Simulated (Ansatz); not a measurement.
A short molecular-dynamics run on K₄H₃⁺.

```yaml
crystal:
  periodic: [false, false, false]
  atoms:
    - {symbol: K, position_ang: [-0.809960, -1.860513, 1.906275]}
    - {symbol: K, position_ang: [-1.871291, 2.018568, -0.421685]}
    - {symbol: K, position_ang: [0.894104, -1.173232, -2.361851]}
    - {symbol: K, position_ang: [1.510241, 0.858005, 0.741100]}
    - {symbol: H, position_ang: [0.251069, 1.184593, -1.590958]}
    - {symbol: H, position_ang: [1.041705, -1.701251, 0.141696]}
    - {symbol: H, position_ang: [-1.015879, 0.673829, 1.585423]}
basis:
  gaussian: {orbitals: "6-31G*"}
total_charge: 1
hamiltonian: {xc: {name: BLYP}, dispersion: d3bj}
md: {timestep: 0.5 fs, n_steps: 15, ensemble: nvt_langevin, temperature: 300, initial_velocities: maxwell_boltzmann, friction: 0.01, seed: 67}
scf: {omitted_lower_state_checks: [starts]}
```

```sh
$ ansatz run in.yaml --threads 4 --pin off --events-out ev --progress --plain --max-ram 3916MiB
```

| step | time (fs) | potential energy (eV) | kinetic (eV) | T (K) |
| --- | --- | --- | --- | --- |
| 0 | 0.0 | -65340.3242 | 0.2327 | 257 |
| 1 | 0.5 | -65340.3234 | 0.2295 | 254 |
| 2 | 1.0 | -65340.3217 | 0.2356 | 260 |
| 3 | 1.5 | -65340.3191 | 0.2294 | 253 |
| 4 | 2.0 | -65340.3156 | 0.2275 | 251 |
| 5 | 2.5 | -65340.3115 | 0.2109 | 233 |
| 6 | 3.0 | -65340.3066 | 0.2008 | 222 |
| 7 | 3.5 | -65340.3011 | 0.2147 | 237 |
| 8 | 4.0 | -65340.2947 | 0.2157 | 238 |
| 9 | 4.5 | -65340.2878 | 0.2137 | 236 |
| 10 | 5.0 | -65340.2804 | 0.1991 | 220 |
| 11 | 5.5 | -65340.2723 | 0.2160 | 239 |
| 12 | 6.0 | -65340.2636 | 0.2218 | 245 |
| 13 | 6.5 | -65340.2546 | 0.2138 | 236 |
| 14 | 7.0 | -65340.2457 | 0.1995 | 221 |
| 15 | 7.5 | -65340.2369 | 0.1891 | 209 |

Velocities are drawn at the set temperature; a run this short doesn't reach equilibrium. Under Langevin dynamics the printed temperature counts 3N degrees of freedom, so it starts below the set value.

The 6-31G sets use Cartesian d functions.

Frames (Å, forces in eV/Å):

```xyz
7
time=0.0 fs
K    -0.810   -1.861    1.906    0.040    0.071   -0.059
K    -1.871    2.019   -0.422    0.076   -0.062    0.021
K     0.894   -1.173   -2.362   -0.018    0.047    0.087
K     1.510    0.858    0.741   -0.073   -0.041   -0.036
H     0.251    1.185   -1.591   -0.012   -0.033    0.037
H     1.042   -1.701    0.142   -0.032    0.039   -0.007
H    -1.016    0.674    1.585    0.019   -0.021   -0.043
7
time=0.5 fs
K    -0.810   -1.861    1.907    0.041    0.072   -0.055
K    -1.870    2.019   -0.422    0.065   -0.059    0.025
K     0.894   -1.174   -2.363   -0.021    0.053    0.104
K     1.510    0.859    0.741   -0.071   -0.037   -0.039
H     0.235    1.189   -1.600    0.007   -0.050    0.039
H     1.050   -1.695    0.158   -0.031    0.037   -0.034
H    -1.007    0.671    1.582    0.009   -0.015   -0.040
7
time=1.0 fs
K    -0.810   -1.862    1.909    0.042    0.073   -0.050
K    -1.869    2.019   -0.423    0.055   -0.056    0.029
K     0.893   -1.175   -2.364   -0.023    0.059    0.120
K     1.509    0.860    0.741   -0.069   -0.032   -0.042
H     0.218    1.193   -1.610    0.026   -0.067    0.040
H     1.057   -1.689    0.174   -0.030    0.033   -0.060
H    -0.998    0.668    1.579   -0.001   -0.009   -0.037
7
time=1.5 fs
K    -0.810   -1.863    1.910    0.043    0.073   -0.045
K    -1.868    2.020   -0.423    0.043   -0.053    0.034
K     0.892   -1.176   -2.365   -0.025    0.065    0.135
K     1.509    0.861    0.741   -0.066   -0.027   -0.044
H     0.202    1.197   -1.620    0.045   -0.084    0.041
H     1.063   -1.683    0.189   -0.028    0.029   -0.086
H    -0.989    0.665    1.577   -0.012   -0.003   -0.034
7
time=2.0 fs
K    -0.810   -1.864    1.912    0.044    0.075   -0.041
K    -1.867    2.020   -0.423    0.032   -0.049    0.039
K     0.892   -1.177   -2.366   -0.028    0.071    0.148
K     1.508    0.862    0.741   -0.063   -0.021   -0.046
H     0.186    1.201   -1.629    0.064   -0.101    0.041
H     1.069   -1.677    0.204   -0.025    0.023   -0.109
H    -0.980    0.662    1.574   -0.023    0.003   -0.031
7
time=2.5 fs
K    -0.810   -1.865    1.913    0.045    0.076   -0.038
K    -1.865    2.020   -0.424    0.020   -0.046    0.043
K     0.891   -1.177   -2.367   -0.031    0.078    0.161
K     1.507    0.863    0.741   -0.058   -0.016   -0.047
H     0.170    1.205   -1.637    0.083   -0.117    0.039
H     1.075   -1.671    0.218   -0.023    0.016   -0.132
H    -0.971    0.659    1.570   -0.035    0.008   -0.026
7
time=3.0 fs
K    -0.810   -1.866    1.914    0.047    0.078   -0.035
K    -1.864    2.021   -0.424    0.008   -0.042    0.049
K     0.891   -1.178   -2.368   -0.034    0.084    0.173
K     1.506    0.864    0.740   -0.053   -0.009   -0.048
H     0.155    1.208   -1.645    0.101   -0.132    0.036
H     1.082   -1.664    0.233   -0.022    0.009   -0.153
H    -0.962    0.656    1.567   -0.047    0.013   -0.022
7
time=3.5 fs
K    -0.810   -1.868    1.915    0.048    0.080   -0.031
K    -1.863    2.021   -0.424   -0.004   -0.038    0.054
K     0.890   -1.179   -2.369   -0.036    0.091    0.185
K     1.506    0.864    0.740   -0.046   -0.002   -0.047
H     0.141    1.212   -1.651    0.119   -0.148    0.031
H     1.089   -1.657    0.248   -0.022    0.000   -0.174
H    -0.954    0.653    1.564   -0.059    0.017   -0.018
7
time=4.0 fs
K    -0.810   -1.869    1.917    0.051    0.083   -0.028
K    -1.862    2.022   -0.424   -0.014   -0.035    0.060
K     0.890   -1.180   -2.371   -0.037    0.097    0.197
K     1.505    0.865    0.739   -0.039    0.005   -0.045
H     0.129    1.215   -1.658    0.135   -0.162    0.026
H     1.098   -1.650    0.263   -0.023   -0.009   -0.195
H    -0.946    0.651    1.561   -0.071    0.021   -0.015
7
time=4.5 fs
K    -0.810   -1.870    1.918    0.054    0.086   -0.025
K    -1.860    2.023   -0.424   -0.024   -0.031    0.065
K     0.889   -1.181   -2.372   -0.038    0.103    0.208
K     1.504    0.866    0.739   -0.032    0.013   -0.044
H     0.117    1.217   -1.664    0.149   -0.176    0.023
H     1.107   -1.643    0.279   -0.024   -0.019   -0.214
H    -0.938    0.648    1.558   -0.084    0.025   -0.012
7
time=5.0 fs
K    -0.810   -1.872    1.919    0.057    0.088   -0.023
K    -1.859    2.023   -0.424   -0.033   -0.029    0.069
K     0.889   -1.182   -2.373   -0.039    0.109    0.218
K     1.504    0.867    0.738   -0.024    0.021   -0.042
H     0.106    1.220   -1.671    0.161   -0.188    0.020
H     1.117   -1.636    0.295   -0.027   -0.029   -0.233
H    -0.930    0.646    1.554   -0.096    0.029   -0.009
7
time=5.5 fs
K    -0.810   -1.873    1.920    0.059    0.090   -0.019
K    -1.858    2.024   -0.424   -0.040   -0.027    0.074
K     0.888   -1.183   -2.375   -0.039    0.115    0.227
K     1.503    0.868    0.738   -0.015    0.028   -0.041
H     0.095    1.222   -1.678    0.173   -0.200    0.017
H     1.126   -1.630    0.311   -0.028   -0.039   -0.251
H    -0.923    0.643    1.552   -0.109    0.033   -0.007
7
time=6.0 fs
K    -0.809   -1.874    1.921    0.061    0.091   -0.016
K    -1.856    2.025   -0.424   -0.048   -0.025    0.078
K     0.887   -1.184   -2.376   -0.040    0.120    0.236
K     1.503    0.869    0.738   -0.006    0.035   -0.039
H     0.085    1.223   -1.686    0.184   -0.211    0.016
H     1.134   -1.624    0.327   -0.029   -0.049   -0.269
H    -0.914    0.640    1.549   -0.123    0.038   -0.005
7
time=6.5 fs
K    -0.809   -1.875    1.923    0.064    0.094   -0.013
K    -1.855    2.026   -0.423   -0.055   -0.023    0.081
K     0.887   -1.185   -2.377   -0.041    0.125    0.243
K     1.502    0.869    0.738    0.005    0.044   -0.038
H     0.074    1.225   -1.694    0.194   -0.222    0.014
H     1.142   -1.617    0.342   -0.030   -0.061   -0.285
H    -0.906    0.638    1.546   -0.138    0.043   -0.002
7
time=7.0 fs
K    -0.808   -1.877    1.924    0.067    0.097   -0.011
K    -1.853    2.027   -0.423   -0.063   -0.020    0.085
K     0.886   -1.185   -2.379   -0.041    0.130    0.249
K     1.501    0.870    0.738    0.016    0.054   -0.037
H     0.064    1.226   -1.702    0.204   -0.231    0.012
H     1.150   -1.609    0.356   -0.031   -0.075   -0.299
H    -0.898    0.636    1.543   -0.152    0.045    0.002
7
time=7.5 fs
K    -0.808   -1.878    1.925    0.071    0.101   -0.011
K    -1.852    2.028   -0.422   -0.069   -0.018    0.087
K     0.886   -1.186   -2.380   -0.042    0.135    0.253
K     1.500    0.871    0.737    0.027    0.064   -0.036
H     0.054    1.227   -1.710    0.213   -0.240    0.011
H     1.158   -1.601    0.368   -0.034   -0.089   -0.310
H    -0.890    0.635    1.540   -0.165    0.047    0.006
```

It took 59 s on 4 threads of Arm Neoverse V2 on a shared host.
